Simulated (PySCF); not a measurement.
H3F3Ge2, singlet, geometry from GFN2-xTB, with bond 1-2 at 1.8 times its length.

Here is a job for PySCF.
```python
from pyscf import gto, scf, mcscf
import numpy

mol = gto.Mole()
mol.atom = '''
    F     2.321733   -0.722381    2.551844
    Ge    0.678435   -0.023885   -0.051030
    F     1.509445    1.434526   -0.558521
    F     1.371187   -1.180029   -1.172864
    Ge   -1.732197    0.060984    0.130292
    H    -2.077278    1.292323    0.905888
    H    -2.168853   -1.178234    0.844784
    H    -2.281590    0.115725   -1.259672
'''
mol.basis = 'sto-3g'
mol.charge = 0
mol.spin = 0
mol.verbose = 4
mol.build()

mf = scf.RHF(mol)
mf.kernel()
mc = mcscf.CASCI(mf, 6, 6)
mc.fix_spin_(ss=0.0)
mc.kernel()
occ = numpy.linalg.eigvalsh(mc.fcisolver.make_rdm1(mc.ci, mc.ncas, mc.nelecas))[::-1]
ss = mc.fcisolver.spin_square(mc.ci, mc.ncas, mc.nelecas)[0]
print('natural occupations', occ.round(4), ' <S^2>', round(ss, 4))
```

Task: What SCF-reference Mulliken (on the basis functions themselves) charges in atom order does CASCI(6,6)/STO-3G run with PySCF give?

Result: F1 -0.22, Ge2 0.67, F3 -0.28, F4 -0.28, Ge5 0.40, H6 -0.10, H7 -0.10, H8 -0.10

Task: Predict the SCF-reference HOMO-LUMO gap from CASCI(6,6)/STO-3G.

Result: 6.61 eV

Task: Estimate the SCF-reference HOMO energy that CASCI(6,6)/STO-3G returns for this input.

Result: -4.31 eV

Task: Predict the total energy from CASCI(6,6)/STO-3G.

Result: -4399.3271 Eh
